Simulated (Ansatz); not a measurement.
Mulliken charges of `C=C[SiH]Br` radical from ωB97M-V/def2-TZVPP in Ansatz (PBE0-D4/def2-TZVP geometry).

```tsv
atom	x (Å)	y (Å)	z (Å)	charge (e)
C1	-0.125	1.321	-0.144	-0.175
C2	0.423	0.277	0.481	-0.201
Si3	0.435	-1.454	-0.141	0.256
Br4	-1.039	-1.740	-1.778	-0.193
H5	-0.674	1.204	-1.074	0.101
H6	-0.055	2.328	0.256	0.115
H7	0.971	0.450	1.408	0.102
H8	0.157	-2.442	0.936	-0.004
```

Q: By hand: the dipole of these point charges (1 e Å = 4.8032 D).

A: Σ q r = (0.273, 0.122, 0.296) e Å, of length 0.421 e Å = 2.02 D.

Q: How does the dipole of the full density compare? (Estimate.)

A: Computed: (0.155, 0.227, 0.222) e Å, 1.70 D; the point charges give 1.19 times that, at 24° from its direction.

Point charges leave out the atoms' own dipoles, such as those of lone pairs, and Mulliken's split depends on the basis, so the two needn't agree.
